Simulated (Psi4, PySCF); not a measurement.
H$_{4}$F$_{2}$OSi$_{2}$, singlet, geometry from GFN2-xTB, atoms displaced at random by about 0.03 Å a coordinate. Base run: B3LYP/6-31G, gradient (PySCF).

The PySCF input:
```python
from pyscf import gto, scf, dft

mol = gto.Mole()
mol.atom = '''
    O    -0.79023874    0.87612830   -1.33489620
    Si   -0.34587325   -0.09104449   -0.07521370
    F    -0.73726134   -1.59022227   -0.33081676
    F    -1.43364046    0.25246853    1.04975135
    Si    1.75793144    0.32477348    0.43166701
    H    -1.70322620    0.76597035   -1.72646003
    H     2.00247414    1.75906627    0.81713892
    H     2.35742023   -0.42696820    1.54875144
    H     2.70539781    0.00800872   -0.74981559
'''
mol.basis = '6-31g'
mol.verbose = 4
mol.build()

mf = dft.RKS(mol)
mf.xc = 'b3lyp'
mf.kernel()
g = mf.nuc_grad_method()
grad = g.kernel()
```

Programs used: Psi4, PySCF; a row that names a program was run with it.

The coordinate followed is z of atom 1.

Variants of this job, named by their change:

```tsv
change	dE/dx (Eh/bohr)	net force (Eh/bohr)
base	0.038753	0.000256
conv_tol = 1e-11	0.038753	0.000256
conv_tol = 1e-4	0.038705	0.000256
grid_response = on	0.038754	0.000000
grids.level = 0; grid_response = on	0.041507	0.000000
finite difference step (bohr) = 1e-5; conv_tol = 1e-11	0.038754	-
finite difference step (bohr) = 1e-3; conv_tol = 1e-11	0.038754	-
density fitting = on; auxbasis_response = off	0.038707	0.000645
grids.level = 5; grid_response = on	0.038757	0.000000
code = psi4	0.038802	0.000256
grids.level = 5; grid_response = off	0.038754	0.000020
grids.level = 0; grid_response = off	0.040567	0.000979
```

The net force is zero for an exact gradient.
